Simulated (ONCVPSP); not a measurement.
## Transferability test, ONCV potential for nickel

```json
{
 "Element": "nickel",
 "Generator": "ONCVPSP 4.0.1",
 "Type": "optimised norm-conserving Vanderbilt (ONCV)",
 "Functional": "PBEsol",
 "Relativity": "scalar-relativistic",
 "Frozen core": "[Ne]",
 "Valence charge": "18",
 "Reference configuration": "3s2 3p6 3d7 (charge +3)",
 "Partial waves": "3s: rc 1.20 bohr, ncon 4, nbas 8, qcut 8.8 1/bohr, 3 projectors, debl 2.4 Ha; 3p: rc 0.80 bohr, ncon 3, nbas 6, qcut 12.1 1/bohr, 2 projectors, debl 3.4 Ha; 3d: rc 1.50 bohr, ncon 4, nbas 8, qcut 12.3 1/bohr, 3 projectors, debl 0.8 Ha",
 "Local potential": "polynomial inside 0.50 bohr (lpopt 5, dvloc0 6 Ha)",
 "Core correction": "polynomial model core, fcfact 0.5"
}
```

In the s channel the program set the typed energies aside and used -5.522, 0.250, 2.650 Ha. In the p channel the program set the typed energies aside and used -4.062, 0.250 Ha. In the d channel the program set the typed energies aside and used -1.728, 0.250, 1.050 Ha.

Energies are relative to the spin-unpolarised reference configuration 3s2 3p6 3d7; without spin polarisation the order of configurations can differ from experiment.

```
valence configuration  charge  ΔE all-electron (eV)  error AE − PS (meV)
      3s2 3p6 3d8 4s1      +1               -54.698                  +36
          3s2 3p6 3d8      +2               -37.437                  +59
```

(1) What are ΔE and the potential's error for 3s2 3p6 3d8 4s2?

(2) What are ΔE and the potential's error for 3s1 3p6 3d8 4s2?

Levels in the configuration 3s1 3p6 3d8 4s2:

```json
{"level": "3s", "all-electron (eV)": "-128.154", "pseudo (eV)": "-128.890"}
{"level": "3p", "all-electron (eV)": "-88.423", "pseudo (eV)": "-88.820"}
{"level": "3d", "all-electron (eV)": "-25.029", "pseudo (eV)": "-25.110"}
{"level": "4s", "all-electron (eV)": "-15.126", "pseudo (eV)": "-15.140"}
```

Results:

(1) ΔE = -64.036 eV all-electron; the error (AE − PS) is +22 meV.

(2) ΔE = 55.085 eV all-electron; the error (AE − PS) is -324 meV.
